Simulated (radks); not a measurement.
Isoelectronic series with 43 electrons, each ion in its NIST ground configuration. Calculated with a radial shooting solver on a logarithmic mesh with Libxc functionals: scalar-relativistic Kohn-Sham, SCAN, spin-polarised, spherical densities, finite nucleus; open shells are filled with parallel spins first (spin-orbit coupling, left out, can overturn this in heavy ions); meta-GGA in the generalised Kohn-Sham scheme; Fermi nuclear charge, rms radius of each element as measured or else 0.836 A^(1/3) + 0.57 fm. Total energies (hartree) and mean radii <r> (bohr):

ion    configuration  E (hartree)  4d down   4d up
Pd3+        [Kr] 4d7  -5044.57253    1.310   1.294
In6+        [Kr] 4d7  -5872.61777    1.042   1.036
Te9+        [Kr] 4d7  -6771.33208   0.8818  0.8785
Cs12+       [Kr] 4d7   -7741.7389   0.7695  0.7673
Ce15+       [Kr] 4d7   -8785.0539   0.6850  0.6834
Pm18+       [Kr] 4d7   -9902.6706   0.6184  0.6172
Gd21+       [Kr] 4d7  -11096.1229   0.5643  0.5633
Ho24+       [Kr] 4d7  -12367.2224   0.5192  0.5184
Yb27+       [Kr] 4d7  -13717.8439   0.4811  0.4804
